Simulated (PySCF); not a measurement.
Ligand exchange on a metal centre used in film growth or etching (Cd NH2-Br). All species are isolated molecules in the gas phase. One relaxed conformer stands for each flexible species; it need not be the lowest.

The numbers are results of PBE-D3(BJ)/def2-TZVP // PBE-D3(BJ)/def2-SVP (PySCF), not measurements. 

```csv
species,mean distance from the central atom to its bonded neighbours (Å),LUMO (eV)
0 of 2 NH2 replaced by Br ([Cd(NH2)2]),2.021,-1.50
1 of 2 NH2 replaced by Br ([Cd(NH2)(Br)]),2.231,-2.39
2 of 2 NH2 replaced by Br ([Cd(Br)2]),2.420,-3.25
```
